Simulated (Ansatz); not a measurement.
Geometry optimisation, RKS B3LYP-D4/def2-SVP (Ansatz).

Input:

```yaml
crystal:
  periodic: [false, false, false]
  atoms:
    - { symbol: Ga, position_ang: [0.071123, 0.444335, -0.494596] }
    - { symbol: O, position_ang: [-0.076211, -0.008872, 2.444382] }
    - { symbol: H, position_ang: [-1.040907, -0.039808, 2.523214] }
    - { symbol: H, position_ang: [1.367392, -0.356788, -0.746852] }
    - { symbol: "N", position_ang: [-1.627087, 0.02655, -0.957831] }
    - { symbol: H, position_ang: [-1.895146, -0.833995, -1.422254] }
    - { symbol: H, position_ang: [-2.390032, 0.692843, -0.903752] }
    - { symbol: Cl, position_ang: [0.174863, 2.510498, 0.333859] }
    - { symbol: H, position_ang: [0.107704, 0.958536, 2.38073] }
basis:
  gaussian: { orbitals: def2-SVP }
hamiltonian:
  xc: b3lyp
  dispersion: d4
relax:
  f_tol: 0.03
  max_steps: 50
```

Command:

```bash
$ ansatz run input.yaml --threads 2 --pin off --max-ram 3072MiB --backend cpu --events-out ev --progress --plain --runs-dir out
```

Question: Where does it end, and by what steps?

Answer: It converged. After 14 steps the energy has fallen by 0.425 eV; H3 moved furthest, 0.97 Å. Joined: Ga1–O2 (2.98 → 2.14 Å).

```tsv
step	energy less start (eV)	largest force component (eV/Å)	accepted
0	0.0000	0.748	yes
1	-0.0936	1.028	yes
2	-0.2399	1.023	yes
3	-0.2936	0.742	yes
4	-0.3408	0.402	yes
5	-0.3678	0.507	yes
6	-0.3905	0.516	yes
7	-0.4043	0.345	yes
8	-0.4108	0.621	yes
9	-0.4136	0.443	yes
10	-0.4025	0.267	no
11	-0.4228	0.148	yes
12	-0.4238	0.096	yes
13	-0.4237	0.062	no
14	-0.4245	0.019	yes
```

```xyz
9
Properties=species:S:1:pos:R:3
Ga 0.181 0.490 -0.178
O -0.196 0.003 1.872
H -1.125 -0.156 1.562
H 1.427 -0.323 -0.626
N -1.625 -0.018 -0.371
H -1.830 -0.826 -0.957
H -2.253 0.735 -0.652
Cl 0.328 2.668 0.109
H -0.215 0.820 2.398
```

Time of the run: 42 s on 2 threads of AMD EPYC 7R43 64-Core Processor (Zen 3), on a shared host, peak memory 0.25 GiB.
